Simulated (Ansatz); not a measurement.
Basis-set extrapolation for ClH$_{6}$MgNSi$_{2}$ (`[SiH3][N]([SiH3])[Mg][Cl]`) (PBE0-D4/def2-TZVP geometry, frozen core, Ansatz). Multiplicity 1, RHF reference. For Mg the program correlates outer-core shells too, which these sets cover unevenly, so the extrapolated numbers aren't a true limit.

|  | def2-TZVPP | def2-QZVPP |
| --- | --- | --- |
| HF | -1295.134695 | -1295.178813 |
| MP2 correlation | -0.847302 | -0.942022 |
| CCSD(T) correlation | -0.941610 | not run |

Energies in hartree. Use E(X) = E(∞) + A·exp(−7.88·√X) for Hartree–Fock and E(X) = E(∞) + B·X^(−2.97) for correlation, with X = 3 and 4, and add CCSD(T) minus MP2 of the smaller set to the MP2 limit.

Q: What is the CCSD(T) energy at the basis-set limit?

A: HF limit: -1295.178813 + (-0.044118) × 0.13774 = -1295.18489. MP2 limit: -0.942022 + (-0.094720) × 0.74074 = -1.01218. Higher-order term: -0.941610 − (-0.847302) = -0.09431. Total: -1296.29138 hartree, 5.85 eV below CCSD(T)/def2-TZVPP.
